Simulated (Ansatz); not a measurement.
Computed with Ansatz on PBE0-D4/def2-TZVP structures; ΔE is electronic, products minus reactants. CCSD(T)/CBS adds triple-zeta CCSD(T) − MP2 to the extrapolated MP2 energy (def2 sets, frozen cores). Functionals use def2-TZVPP. HSE06 is defined as in plane-wave codes. For Br outer-core shells are correlated without core-valence functions, which leaves a few kJ/mol of doubt a bond. Scalar relativity is left out up to krypton. Each species was taken in one conformer, which may not be the lowest.

Reaction (formal exchange of groups at the Si–Si bond): `O[SiH](F)[SiH2]Br` + `C=[N][AlH2]` → `C=[N][AlH][SiH2]Br` + `O[SiH2]F`

| level | ΔE (kcal/mol) |
| --- | --- |
| BLYP-D4 | -3.2 |
| HSE06-D4 | -4.4 |
| BHLYP-D4 | -4.3 |
| BLYP | -4.3 |
| r2SCANh | -4.3 |
| CAM-B3LYP | -4.1 |
| MP2/def2-TZVPP | -5.3 |
| CCSD/def2-TZVPP | -5.4 |

(1) What does CCSD(T)/CBS give? (An estimate is asked.)

Largest T1 diagnostic among the species: 0.015.

Results:

(1) Ansatz gave: -4.8 kcal/mol. The listed levels differ from it by 1.6, 0.4, 0.5, 0.5, 0.5, 0.7, -0.5, -0.6 kcal/mol.

Leaving LDA and LC-ωPBE aside and taking each functional with its dispersion term where it has one, the values, not all of them listed here, spread over 3.9 kcal/mol, from PBE-QIDH to B97M-V. LDA lies +0.9 kcal/mol from PBE without D4. The D4 term adds +0.8 kcal/mol with B3LYP and +0.3 kcal/mol with PBE0; it sums over pairs of atoms, weighted by their polarisabilities, and B3LYP, whose exchange is more repulsive, gets the larger term.

B3LYP here is the variant with VWN-RPA as its local correlation; programs differ in this.
